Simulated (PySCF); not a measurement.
Compound: C2H10N2Si.
SMILES with atom numbers: `[CH3:1][NH:2][SiH2:3][NH:4][CH3:5]` (hydrogens: H6, H7, H8 on C1; H9 on N2; H10, H11 on Si3; H12 on N4; H13, H14, H15 on C5)

Cartesian coordinates in Å at the PBE0-D3(BJ)/def2-SVP level; atoms count from 1:
```xyz
15
C2H10N2Si angstrom
C     -2.7230    0.2746   -0.0849
N     -1.3202    0.5977   -0.0345
Si    -0.0316   -0.4612    0.4072
N      1.3604   -0.0216   -0.5115
C      2.7330   -0.0786   -0.0792
H     -3.2125    0.7009   -0.9788
H     -2.8496   -0.8174   -0.1420
H     -3.2938    0.6185    0.7993
H     -1.1182    1.5911   -0.0667
H     -0.6185   -1.8270    0.1886
H      0.4658   -0.4119    1.8247
H      1.2410    0.1098   -1.5100
H      3.2992    0.8195   -0.3845
H      3.2847   -0.9609   -0.4560
H      2.7732   -0.1224    1.0204
```

Linear response at CAM-B3LYP/def2-SVPD (PySCF, frozen core in the response, non-relativistic). Geometry: PBE0-D3(BJ)/def2-SVP, one conformer, isolated molecule.

Static isotropic polarisability: 69.95 au (10.36 Å³), principal values 60.4, 63.8, 85.7 au.

Problem. What is the polarisability at 1064 nm and at the sodium D line?

Solution. 70.52 au at 1064 nm (+0.8 %), 71.86 au at 589.3 nm (+2.7 %). The rise at 589.3 nm is 3.35 times that at 1064 nm; a pure ω² law gives 3.26. The lowest singlet lies at 203 nm, shorter than both wavelengths.

Problem. What is the isotropic C6 coefficient between two such molecules, C6 = (3/π)∫α(iω)² dω?

Solution. 1989 au (Eh·bohr⁶) by a ten-point quadrature over imaginary frequencies, which is 1190 eV·Å⁶ or 115 J·nm⁶/mol.

Problem. Which effective excitation energy ω̄ makes London's formula C6 = (3/4)α²ω̄ exact here?

Solution. ω̄ = 4·C6/(3α²) = 0.542 Eh = 14.7 eV. A one-pole form α(ω) = α/(1 − ω²/ω̄²) fitted to the 1064 nm value gives 13.0 eV.

Problem. How many electrons N does the Slater–Kirkwood formula C6 = (3/4)·√N·α^(3/2) need to give this C6?

Solution. N = (4·C6/3)²/α³ = 20.5; the species has 50 electrons in all.

Problem. The lowest 6 singlets have (eV, f): 6.12, 0.001; 6.16, 0.001; 6.77, 0.000; 6.84, 0.038; 7.24, 0.045; 7.34, 0.021. What share of the static polarisability do they carry in the sum over states α = Σ f/ω²?

Solution. 1.58 au, 2.3 % of α; the largest term, 0.64 au, is that of the state at 7.24 eV. Their oscillator strengths add up to 0.11. Higher states carry the rest.

Problem. What n − 1 at the D line would an ideal gas of it have at 273.15 K and 1 atm (2.6868 × 10¹⁹ cm⁻³), by n − 1 = 2π·N·α′?

Solution. 17.98 × 10⁻⁴, a formal value whether or not that pressure can be reached.
